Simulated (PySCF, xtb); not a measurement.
CH8GeSi, SMILES [SiH3][CH2][GeH3].

Harmonic wavenumbers (cm⁻¹) from GFN2-xTB (xtb 6.7.1) at its own minimum, in rising order: 101, 121, 143, 443, 474, 489, 501, 643, 717, 759, 772, 782, 786, 818, 867, 868, 1005, 1108, 1436, 1961, 2044, 2066, 2239, 2247, 2248, 2961, 2970.

### Question
What does PySCF with PBE-D3(BJ)/def2-SVP give at its own minimum? (The exact figures need the calculation; the answer reports its results.)

### Answer
78, 133, 142, 437, 478, 513, 522, 690, 727, 770, 810, 857, 860, 898, 914, 917, 991, 1030, 1333, 2073, 2084, 2088, 2154, 2162, 2166, 2996, 3062. Paired by order, the mean absolute difference is 47 cm⁻¹ and the zero-point energies are 45.1 and 45.6 kcal/mol.
